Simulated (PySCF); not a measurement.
# Solvent effects on NMR parameters

Molfile (atoms numbered from 1):
```
C6H11BO2
     RDKit          3D

 20 20  0  0  0  0  0  0  0  0999 V2000
    3.3091    0.1749    0.1853 C   0  0  0  0  0  0  0  0  0  0  0  0
    2.1752    0.2263   -0.5152 C   0  0  0  0  0  0  0  0  0  0  0  0
    0.9881    1.0631   -0.1571 C   0  0  0  0  0  0  0  0  0  0  0  0
   -0.1915    0.2553    0.3745 C   0  0  2  0  0  0  0  0  0  0  0  0
   -0.7470   -0.7633   -0.6080 C   0  0  0  0  0  0  0  0  0  0  0  0
   -2.0071   -1.3929   -0.0473 C   0  0  0  0  0  0  0  0  0  0  0  0
   -2.9405   -0.4166    0.3613 O   0  0  0  0  0  0  0  0  0  0  0  0
   -2.5163    0.8196    0.7290 B   0  0  0  0  0  0  0  0  0  0  0  0
   -1.2049    1.1767    0.7478 O   0  0  0  0  0  0  0  0  0  0  0  0
    4.1420   -0.4644   -0.1190 H   0  0  0  0  0  0  0  0  0  0  0  0
    3.4488    0.7790    1.0880 H   0  0  0  0  0  0  0  0  0  0  0  0
    2.0878   -0.3930   -1.4168 H   0  0  0  0  0  0  0  0  0  0  0  0
    0.6347    1.6283   -1.0372 H   0  0  0  0  0  0  0  0  0  0  0  0
    1.2558    1.8030    0.6127 H   0  0  0  0  0  0  0  0  0  0  0  0
    0.1394   -0.2757    1.2873 H   0  0  0  0  0  0  0  0  0  0  0  0
   -0.9752   -0.2564   -1.5624 H   0  0  0  0  0  0  0  0  0  0  0  0
    0.0003   -1.5432   -0.8192 H   0  0  0  0  0  0  0  0  0  0  0  0
   -2.4958   -2.0325   -0.7988 H   0  0  0  0  0  0  0  0  0  0  0  0
   -1.7613   -2.0368    0.8163 H   0  0  0  0  0  0  0  0  0  0  0  0
   -3.3404    1.6380    1.0514 H   0  0  0  0  0  0  0  0  0  0  0  0
  1  2  2  0
  2  3  1  0
  3  4  1  0
  4  5  1  0
  5  6  1  0
  6  7  1  0
  7  8  1  0
  8  9  1  0
  9  4  1  0
  1 10  1  0
  1 11  1  0
  2 12  1  0
  3 13  1  0
  3 14  1  0
  4 15  1  1
  5 16  1  0
  5 17  1  0
  6 18  1  0
  6 19  1  0
  8 20  1  0
M  END
```

GIAO PBE0/pcSseg-1 in PySCF on one PBE0-D3(BJ)/def2-SVP conformer, non-relativistic, equivalent nuclei averaged. Solvents enter as an IEF-PCM continuum (chloroform with ε = 4.7) around the gas-phase geometry. Shifts are referred to TMS, BF3·OEt2 computed in the same medium.

Gas phase, δ in ppm: C2 142.6, C1 127.4, C4 73.3, C6 62.7, C3 45.6, C5 33.9, B8 23.6, H12 5.96, H11 5.55, H10 5.46, H20 4.11, H18 4.01, H19 3.93, H15 3.55. Dipole moment 2.99 D.

(1) How does each δ change in the continuum?

(2) Which nuclei move most (in ppm), and what does the model miss?

## Answers

(1) 
| atoms | environment | Δδ, chloroform |
| --- | --- | --- |
| C2 | alkene CH | +1.9 |
| C1 | terminal =CH2 carbon | +0.4 |
| C4 | sp3 CH bonded to O | +1.1 |
| C6 | sp3 CH2 bonded to O | +1.1 |
| C3 | allylic sp3 CH2 | +0.2 |
| C5 | sp3 CH2 in a ring | +0.4 |
| B8 | boron bonded to 2 O, H, in a 6-membered ring | +0.3 |
| H12 | hydrogen on an alkene CH | +0.15 |
| H11 | hydrogen on a terminal =CH2 carbon | +0.06 |
| H10 | hydrogen on a terminal =CH2 carbon | +0.07 |
| H20 | hydrogen on a boron bonded to 2 O, in a 6-membered ring | -0.10 |
| H18 | hydrogen on an sp3 CH2 bonded to O | +0.09 |
| H19 | hydrogen on an sp3 CH2 bonded to O | +0.12 |
| H15 | hydrogen on an sp3 CH bonded to O | +0.12 |

Changes are relative to the gas phase. The dipole moment becomes 3.56 D in chloroform.

(2) C2 (alkene CH, +1.9 ppm) in chloroform. A continuum only polarises the solute; specific hydrogen bonds, the anisotropy of aromatic solvents and changes of geometry or conformer are outside it.
